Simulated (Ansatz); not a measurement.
The inner images of a band of AlCl₂FH₂ (6 atoms, charge 0, multiplicity 1) are given out of order.

These are results of RKS PBE-D4/cc-pVDZ in Ansatz, not measurements.

Initial state:

```xyz
6
Properties=species:S:1:pos:R:3
Al 0.010 0.071 0.075
H 0.008 0.600 1.583
Cl 1.835 0.102 -1.044
Cl -1.828 0.034 -1.024
F 0.050 -1.901 0.768
H 0.053 -1.806 1.713
```

Final state:

```xyz
6
Properties=species:S:1:pos:R:3
Al 0.022 -0.694 -0.302
H 0.016 0.196 1.795
Cl 1.835 0.272 -0.803
Cl -1.831 0.205 -0.783
F 0.054 -2.311 0.216
H 0.032 -0.567 1.949
```

Q: Put them in order from the first end to the last, with their energies above the first end.
A.
```xyz
6
Properties=species:S:1:pos:R:3
Al 0.010 0.016 0.048
H 0.012 0.413 1.606
Cl 1.839 0.131 -1.050
Cl -1.833 0.064 -1.031
F 0.050 -1.930 0.801
H 0.050 -1.594 1.699
```
B.
```xyz
6
Properties=species:S:1:pos:R:3
Al 0.019 -0.545 -0.205
H 0.021 0.043 1.814
Cl 1.837 0.261 -0.923
Cl -1.833 0.196 -0.906
F 0.050 -2.105 0.512
H 0.034 -0.748 1.780
```
C.
```xyz
6
Properties=species:S:1:pos:R:3
Al 0.013 -0.171 -0.016
H 0.019 0.091 1.649
Cl 1.853 0.178 -1.013
Cl -1.848 0.113 -0.993
F 0.050 -1.943 0.852
H 0.040 -1.167 1.592
```
D.
```xyz
6
Properties=species:S:1:pos:R:3
Al 0.020 -0.633 -0.275
H 0.020 0.118 1.835
Cl 1.832 0.278 -0.873
Cl -1.829 0.211 -0.857
F 0.052 -2.210 0.369
H 0.033 -0.662 1.873
```
E.
```xyz
6
Properties=species:S:1:pos:R:3
Al 0.011 -0.057 0.020
H 0.015 0.242 1.624
Cl 1.846 0.156 -1.039
Cl -1.841 0.090 -1.019
F 0.049 -1.950 0.842
H 0.047 -1.380 1.643
```
F.
```xyz
6
Properties=species:S:1:pos:R:3
Al 0.015 -0.299 -0.057
H 0.021 0.012 1.698
Cl 1.850 0.194 -0.993
Cl -1.844 0.132 -0.974
F 0.047 -1.957 0.770
H 0.037 -0.981 1.629
```
G.
```xyz
6
Properties=species:S:1:pos:R:3
Al 0.017 -0.429 -0.122
H 0.022 -0.005 1.760
Cl 1.845 0.227 -0.963
Cl -1.839 0.164 -0.945
F 0.048 -2.014 0.644
H 0.036 -0.842 1.698
```

A: A (+0.009 eV), E (+0.028 eV), C (+0.058 eV), F (-0.103 eV), G (-0.533 eV), B (-0.826 eV), D (-0.945 eV).

Time of the run: 79 s on 1 thread of Intel(R) Xeon(R) 6975P-C (Granite Rapids), on a shared host, peak memory 0.13 GiB.
